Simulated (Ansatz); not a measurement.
CH2NO (SMILES N[C]=O) moved off its minimum; all values from Ansatz (a first-principles code), cores frozen in correlated methods. Open shells are unrestricted.
(charge 0, multiplicity 2)
```xyz
5

N     -1.1097     0.0045     0.0517
C      0.1534    -0.3659    -0.0147
O      1.1602     0.2640    -0.0057
H     -1.3136     0.9476    -0.0015
H     -1.8961    -0.6325     0.0349
```

Forces at wB97M-V/def2-TZVPP (eV/Å):

```csv
atom,Fx,Fy,Fz
N1,-0.817,-1.516,0.055
C2,0.729,-1.123,0.113
O3,-0.009,0.298,-0.094
H4,-0.571,2.310,-0.030
H5,0.668,0.030,-0.044
```

**Question.** Give the forces (eV/Å), the total energy and the dipole at CCSD(T)/cc-pVTZ.

**Answer.** 
| atom | Fx | Fy | Fz |
|---|---|---|---|
| N1 | -1.249 | -1.395 | 0.097 |
| C2 | 0.468 | -1.631 | 0.083 |
| O3 | 0.680 | 0.698 | -0.090 |
| H4 | -0.573 | 2.302 | -0.037 |
| H5 | 0.675 | 0.027 | -0.053 |
Energy -168.9803 hartree, dipole 3.67 D.
